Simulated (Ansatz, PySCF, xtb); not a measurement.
Gas-phase reaction in SMILES: N[Si](N)(O)O + 3 [SiH4] (SiH4) → 2 N[SiH3] + 2 O[SiH3] [hydroxysilane]
Geometries: B3LYP-D3(BJ)/def2-TZVP minima from Ansatz (a quantum-chemistry and plane-wave program), one conformer each, not searched for the lowest. Frequencies are from Ansatz or PySCF.

Wanted: bond separation energy (enthalpy at 298 K, with B3LYP-D3(BJ) rigid-rotor harmonic-oscillator terms), in kcal/mol. Cores are frozen in the correlated levels unless marked. Spin-orbit coupling is left out. Non-relativistic unless marked X2C. CBS marks a two-point X^-3 extrapolation of the correlation energy; Hartree-Fock from the larger set. The bracket is a focal-point correction in the basis named.

```csv
level,program,bond separation energy (kcal/mol)
GFN2-xTB,xtb,-7.9
HF/cc-pVTZ,Ansatz,22.0
```

### Question
Estimate the value at RI-MP2/CBS(cc-pV(T+d)Z,cc-pV(Q+d)Z)+[CCSD(T)-MP2]/cc-pV(T+d)Z as computed with Ansatz.

### Answer
23.8 kcal/mol, so HF/cc-pVTZ differs from it by -1.8 kcal/mol.
